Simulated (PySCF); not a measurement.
Heteronuclear NMR

Bonds (- single, = double, # triple, : aromatic): C1-C2 1.495 Å, C2:C3 1.391 Å, C3:C4 1.387 Å, C4:C5 1.386 Å, C5:C6 1.387 Å, C6:C7 1.379 Å, C7-F8 1.343 Å, C7:C2 1.388 Å. C1 carries H9, H10, H11; C3 carries H12; C4 carries H13; C5 carries H14; C6 carries H15.

- shieldings: GIAO B97-2/pcSseg-2
- geometry: PBE0-D3(BJ)/def2-TZVP
- program: PySCF 2.14
- fast rotation and ring inversion assumed for equivalent nuclei, gas phase, non-relativistic Hamiltonian, one computed conformer

Where does 19F resonate?

Answers


| atoms | environment | σ (ppm) | δ (ppm) |
| --- | --- | --- | --- |
| F8 | aryl fluorine | 294.7 | -116.4 |

Shieldings were converted by a linear fit to measured shifts: 19F: δ = 163.32 − 0.949σ +9.6 on sp3 carbon (rms 4.2 ppm, 161 shifts, 5.7 ppm with the 8 outliers that the fit left out vs CFCl3, solution or neat liquid). Occasional misses reach two or three times the rms, and more in compound classes unlike the fitted ones.

On a 300 MHz spectrometer 19F resonates near 282.3 MHz, so 1 ppm is 282.3 Hz.
